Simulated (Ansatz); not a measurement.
A made-up structure of LiMgBH₂O, singlet:

```
6
angstrom
Li -0.9063 1.7226 -0.1766
B 0.5494 -0.1383 0.2717
O 1.7200 -0.2158 0.8893
Mg -1.2887 -0.8879 -0.8565
H 2.0994 -1.1008 0.9334
H -2.1737 0.6201 -1.0612
```

It is relaxed with PBE-D4/def2-SVP and then PBE0-D4/def2-TZVP (Ansatz 0.2.0). Atoms count as bonded within 1.22 times the sum of their covalent radii (H–H: 0.88 Å). The end point is not checked to be a true minimum.

**Question.** Does its bonding change? (A judgement: the text doesn't fix the answer.)

**Answer.** The calculation gives: No: no bond forms or breaks.

Where it ends: The first stage lowers the energy by 0.18 eV in 6 steps. It ends as LiMgBH₂O ([OH][B]1[Li]2[H][Mg]21):
```xyz
6
angstrom
Li -0.9657 1.6718 -0.2179
B 0.6022 0.1173 0.3465
O 1.7463 -0.2577 0.8963
Mg -1.2067 -0.9878 -0.8311
H 1.9629 -1.1935 0.8430
H -2.1390 0.6499 -1.0368
```

Labels in which every atom is bracketed show which atoms are joined, not bond orders.

For scale, one of the runs: PBE0-D4/def2-TZVP relaxation, 120 basis functions, launched by `ansatz run in.yaml --threads 2 --pin off --events-out ev --progress --plain --max-ram 4352MiB`. The run took about 18 s on 2 CPU threads of an Arm Neoverse V2 (shared host).
